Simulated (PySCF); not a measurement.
Al(Cl)(GeH3)(Me) (CH6AlClGe), SMILES [CH3][Al]([Cl])[GeH3].

Coordinates come from a B3LYP-D3(BJ)/def2-SVP optimisation. The structure was generated by enumeration; whether it is a known compound was not checked.

Method: C-PCM-B3LYP/def2-SVP run with PySCF.

The values are the electrostatic part of the solvation free energy, E(continuum) − E(gas) at the gas-phase geometry, in a cavity of scaled van der Waals radii (PySCF's table); cavitation and dispersion terms are not included. A continuum can't describe solvent molecules that bind to the metal. In vacuum the orbital gap is 5.62 eV. The dipole moment in vacuum is 1.70 D.

Computed values in water (ε = 78.36), diethylether (ε = 4.24), ethanol (ε = 24.85):
```
solvent           ε  ΔG(elec) (kcal/mol)  dipole (D)  gap (eV)
------------  -----  -------------------  ----------  --------
water         78.36                 -4.7        2.27      5.92
diethylether   4.24                 -3.5        2.11      5.85
ethanol       24.85                 -4.6        2.25      5.91
```
